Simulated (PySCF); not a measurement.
**Spinor energies of Tc⁺ (technetium, charge +1)**

Start: [Kr] 4d4 5s2; 4d5/2 filled at m_j = -1/2, +1/2, +3/2, +5/2. Calculated with PySCF 2.14 in x2c-SVPall-2c with one added diffuse shell each of s, p, d type (7s9p7d1f, 76 functions): generalised Hartree-Fock with the X2C-1e Hamiltonian and a Gaussian nucleus; one run each with spin-orbit coupling (SO) switched off, then screened by Boettger's factors. This is a chosen level, not necessarily the ground level.

| spinor shell | electrons | ε, spin-free (eV) | ε, screened SO (eV) | weight of nominal j (screened SO) | rms radius, screened SO (bohr) |
| --- | --- | --- | --- | --- | --- |
| 1s1/2 | 2 | -21167.5 | -21166.5 | 1.000 | 0.0394 |
| 2s1/2 | 2 | -3107.2 | -3106.9 | 1.000 | 0.162 |
| 2p1/2 | 2 | -2776.2 | -2857.9 | 1.000 | 0.141 |
| 2p3/2 | 4 | -2776.2 | -2737.9 | 1.000 | 0.145 |
| 3s1/2 | 2 | -584.93 | -584.88 | 1.000 | 0.441 |
| 3p1/2 | 2 | -473.07 | -487.28 | 1.000 | 0.439 |
| 3p3/2 | 4 | -473.07 | -466.41 | 1.000 | 0.450 |
| 3d3/2 | 4 | -292.17 | -294.54 | 0.971 | 0.434 |
| 3d5/2 | 6 | -292.17 | -290.56 | 0.980 | 0.437 |
| 4s1/2 | 2 | -101.88 | -101.89 | 1.000 | 1.13 |
| 4p1/2 | 2 | -67.826 | -72.150 | 0.698 | 1.24 |
| 4p3/2 | 4 | -67.826 | -65.752 | 0.849 | 1.25 |
| 4d5/2 | 4 | -25.038 | -25.010 | 0.663 | 1.69 |
| 5s1/2 | 2 | -14.489 | -14.493 | 0.990 | 3.31 |

```
   quantity    spin-free  screened SO
E (hartree)  -4281.94729  -4282.47253
        M_J            4            4
       ⟨J²⟩       20.129       20.117
       ⟨L²⟩        6.122        6.190
       ⟨S²⟩        6.006        5.979
```

Each row is a mean over spinors that exchange with the open shell spreads, by up to 9.625 eV (4p3/2).

Rows whose weight is well below 1 are mixtures of j = l ± 1/2: exchange outweighs spin-orbit coupling there, and the label is only the starting occupation.

⟨J²⟩ departs a little from M_J(M_J + 1) because the unrestricted spinors polarise the closed shells.

Breit and QED terms are absent; they matter most for the inner s and p1/2 levels.

Densities and radii are taken from the X2C orbitals without a picture-change correction, which distorts them close to the nucleus.

Without spin-orbit coupling the j labels of p, d and f shells carry no meaning; the spin-free column gives the mean over the occupied spinors of each nl shell.
